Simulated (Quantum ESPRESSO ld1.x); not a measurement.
These are the eigenvalues of the occupied orbitals of an atom or ion with whole-number occupations (eV). Method: Dirac Kohn-Sham, LDA (Slater exchange, Perdew-Zunger correlation), spin-unpolarised, spherical densities, point nucleus; computed with ld1.x of Quantum ESPRESSO 7.5.

| orbital | eigenvalue |
|---|---|
| 1s1/2 | -3686.16 |
| 2s1/2 | -515.850 |
| 2p1/2 | -447.006 |
| 2p3/2 | -444.033 |
| 3s1/2 | -166.008 |

Which element is it, and in what charge state? The configuration may be excited. Open shells, if any, are shared by 2j + 1.

Answer. Z = 19, potassium, charge +8: K8+ in [Ne] 3s1. The list shows which subshells hold electrons but not how many an open one holds; the 1s level, -135.46 hartree, gives Z - s = 16.5 by -(Z - s)^2/2, which with screening and relativity narrows Z to a few neighbours, and the depths of the outer levels then fix element, charge and occupations together.
